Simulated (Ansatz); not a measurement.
Species: BGeH₄, charge 0, doublet. BGeH4 (SMILES [BH][GeH3], doublet).
B3LYP-D3(BJ)/def2-TZVP minimum from Ansatz (a first-principles code):
```
Ge
H 1 1.5389
H 1 1.5432 2 107.65
H 1 1.5456 2 108.01 3 -116.29
B 1 2.0408 2 110.93 3 115.86
H 5 1.1869 1 136.97 2 141.72
```
Charge 0, spin multiplicity 2.

Total energies in cc-pVDZ, 11 correlated electrons, 15 frozen orbitals. Radicals and triplets start from unrestricted determinants; spin-orbit coupling is neglected. Cores are frozen in correlated methods (noble-gas shells, and filled d and f shells in the p block). No relativity.

```
method    program  energy (Eh)  minus CCSDT(Q) (mEh)
--------  -------  -----------  --------------------
HF         Ansatz  -2102.25035                206.64
MP2        Ansatz  -2102.40986                 47.13
CCSD       Ansatz  -2102.45128                  5.71
CCSD(T)    Ansatz  -2102.45578                  1.22
CCSDT(Q)   Ansatz  -2102.45699                  0.00
```

Rough core times of Ansatz's runs on a shared machine: CCSD(T) under 20 s, CCSDT(Q) 2 min.
